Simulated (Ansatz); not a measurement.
`IC(I)(I)I` and `[I][Ge]([I])([I])[I]` differ in one element.

Ansatz, PBE0-D4/def2-TZVP geometries, multiplicity 1. 

Elements past krypton have def2 core potentials. Scalar relativity is left out up to krypton.

```json
{"property": "HOMO energy (PBE0/def2-TZVPP) / eV", "`IC(I)(I)I`": "-7.30"}
{"property": "LUMO energy (ωB97M-V/def2-TZVPP) / eV", "`IC(I)(I)I`": "-1.40"}
{"property": "LUMO energy (PBE/def2-TZVPP) / eV", "`IC(I)(I)I`": "-4.15"}
{"property": "HOMO energy (PBE/def2-TZVPP) / eV", "`IC(I)(I)I`": "-6.18"}
{"property": "HOMO energy (B3LYP/def2-TZVPP) / eV", "`IC(I)(I)I`": "-7.05"}
{"property": "zero-point energy (PBE0-D4/def2-TZVP) / kJ/mol", "`IC(I)(I)I`": "15.1"}
```

**Question.** Give the same properties after the change, and the shifts. (Estimate.)

**Answer.** Computed: 
```tsv
property	`[I][Ge]([I])([I])[I]`	shift
HOMO energy (PBE0/def2-TZVPP) / eV	-7.78	-0.48
LUMO energy (ωB97M-V/def2-TZVPP) / eV	-1.62	-0.22
LUMO energy (PBE/def2-TZVPP) / eV	-4.07	0.08
HOMO energy (PBE/def2-TZVPP) / eV	-6.65	-0.47
HOMO energy (B3LYP/def2-TZVPP) / eV	-7.52	-0.47
zero-point energy (PBE0-D4/def2-TZVP) / kJ/mol	7.9	-7.2
```

B3LYP here is the variant with VWN-RPA as its local correlation; programs differ in this.

Spin–orbit coupling is left out; it splits and shifts lone-pair levels of the heavy atoms by tenths of an eV.
